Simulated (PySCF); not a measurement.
Vibration and rotation of BBr⁺

UHF-CCSD(T) constants of BBr⁺, ²Σ⁺ (doublet), unpaired electrons σ ↑ (basis B pcseg-1, Br pcseg-1; no relativity; PySCF 2.14; masses 11.0093 and 78.9183 u):

| Property | Result |
| --- | --- |
| ωe | 932.2 cm⁻¹ |
| ωexe | 5.71 cm⁻¹ |
| Be | 0.56008 cm⁻¹ |
| αe | 0.00421 cm⁻¹ |
| D (centrifugal) | 8.09e-07 cm⁻¹ |
| De to B⁺ + Br | 2.57 eV |

**Question.** Give the vibrational terms G(v) and spacings up to v = 6.

**Answer.** G(v) = ωe(v+½) − ωexe(v+½)².

| v | G(v) (cm⁻¹) | G(v) − G(v−1) | Bv (cm⁻¹) |
| --- | --- | --- | --- |
| 0 | 465 |  | 0.5580 |
| 1 | 1385 | 921 | 0.5538 |
| 2 | 2295 | 909 | 0.5496 |
| 3 | 3193 | 898 | 0.5453 |
| 4 | 4079 | 887 | 0.5411 |
| 5 | 4954 | 875 | 0.5369 |
| 6 | 5818 | 864 | 0.5327 |

**Question.** How well does the Morse estimate ωe²/(4ωexe) reproduce De, and what is D0?

**Answer.** It gives 4.72 eV, 184 % of the computed De. D0 = De − G(0) = 2.57 − 0.06 = 2.51 eV.

Correlated steps freeze 10 core orbitals. Correlated levels converge slowly with the basis: in double zeta they bind strong bonds too weakly, by up to about 1 eV, and carry superposition errors of some tenths. Spin–orbit coupling is left out. For an ion De counts to the pair picked by the measured ionisation energies or electron affinities, which need not be the lowest pair at this level. The state is the lowest determinant that a PBE0 search found; another state may lie lower at other levels.
